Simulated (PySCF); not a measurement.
germylsilane (GeH6Si), SMILES [GeH3][SiH3]. The structure is a stationary point at PBE0-D3(BJ)/def2-TZVP.

Computed with PBE0-D3(BJ)/def2-TZVP (PySCF).

Harmonic wavenumbers (cm⁻¹): 118, 358, 358, 358, 594, 594, 783, 884, 884, 886, 940, 940, 2144, 2152, 2152, 2218, 2231, 2231. Rotational constants (GHz): 41.56, 3.614, 3.614; symmetry number 3.

Work out the zero-point energy and the ideal-gas rigid-rotor harmonic-oscillator thermochemistry at 298.15 K and 1 atm.

ZPE = ½ Σ hcν = ½ × 20825 cm⁻¹ = 124.56 kJ/mol. H − E(el) = 140.86 kJ/mol. Entropy in J/(mol K): translation 167.00, rotation 90.85, vibration 34.91, total 292.76. G − E(el) = 53.58 kJ/mol. Cp = 82.93 J/(mol K). Modes under 150 cm⁻¹ make the vibrational entropy uncertain.
